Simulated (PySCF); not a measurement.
Gas-phase reaction: GaCl₃ + H₂ = GaH₂Cl + Cl₂, at 1000 K and a standard pressure of 1 bar. Level: BLYP/def2-TZVP†.

Method: PySCF energies plus ideal-gas RRHO corrections (1 bar). † marks an energy on the PBE0/def2-TZVP geometry and frequencies. All species are closed-shell singlets. Ga: all electrons, no relativistic terms. GaH₂Cl: computed as isolated molecules; such fragments, hydroxides, amides, oligomers or adducts are transient or little studied in the gas. The harmonic model lacks anharmonicity and excited electronic states, which grow with temperature; levels with a mode under 35 cm⁻¹ are left out.

| species | E (Ha) | H(1000 K) − E (kJ/mol) | S°(1000 K) (J/mol/K) |
|---|---|---|---|
| GaCl₃ | -3305.72342 | 84.1 | 422.2 |
| H₂ | -1.16936 | 55.6 | 165.8 |
| GaH₂Cl | -2386.36915 | 95.4 | 340.9 |
| Cl₂ | -920.39222 | 37.9 | 266.0 |
E: electronic energy; H − E holds the zero-point and thermal terms. 1 Ha = 2625.5 kJ/mol.

**Question.** Work out ΔH°, ΔS°, ΔG° and log10 K from these numbers.

**Answer.** 1. ΔE = 1×(-2386.36915) + 1×(-920.39222) − 1×(-3305.72342) − 1×(-1.16936) = 0.13141 Ha = 345.0 kJ.
2. Δ(H − E) = 1×(95.4) + 1×(37.9) − 1×(84.1) − 1×(55.6) = -6.4 kJ, so ΔH° = 338.6 kJ.
3. ΔS° = 1×(340.9) + 1×(266.0) − 1×(422.2) − 1×(165.8) = 18.9 J/K; the number of gas molecules stays the same.
4. ΔG° = ΔH° − TΔS° = 338.6 − 1000×(18.9)/1000 = 319.7 kJ.
5. log10 K = −ΔG°/(RT ln 10) = -16.70, with RT ln 10 = 19.14 kJ/mol; at standard pressures the reactants are favoured.
6. A shift of 10 kJ in ΔE would move log10 K by 0.52 here.
For scale, ΔH°(298 K) is 345 kJ at this level, 371 kJ at ωB97M-V/def2-TZVP†, and runs from 345 to 426 kJ over the 20 levels computed.
